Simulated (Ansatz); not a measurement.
Si(NMeEt)Cl3 (C₃H₈Cl₃NSi). The state is a singlet with charge 0. Geometry PBE-D4/def2-SVP, basis def2-TZVP, Ansatz.

```tsv
run	HOMO (eV)	LUMO (eV)
A	-6.57	-0.38
B	-6.07	-0.72
C	-5.81	-1.10
D	-5.75	-0.99
E	-8.51	1.06
F	-7.14	-0.08
```

Another isomer (singlet) lies 0.36 eV lower at PBE0-D4/def2-TZVP; other spin states weren't run for this one.

Question: The runs used CAM-B3LYP, PBE, PBE0, r2SCAN, r2SCANh, revPBE. Estimate which is which.

Answer: A r2SCANh (10 % exact exchange); B r2SCAN (0 % exact exchange); C PBE (0 % exact exchange); D revPBE (0 % exact exchange); E CAM-B3LYP (range-separated); F PBE0 (25 % exact exchange). Exact exchange lowers occupied and raises empty levels; among semilocal functionals meta-GGAs tend to open the gap a little, and such runs are hard to tell apart. The gap grows from 4.70 eV (PBE) to 9.57 eV (CAM-B3LYP).
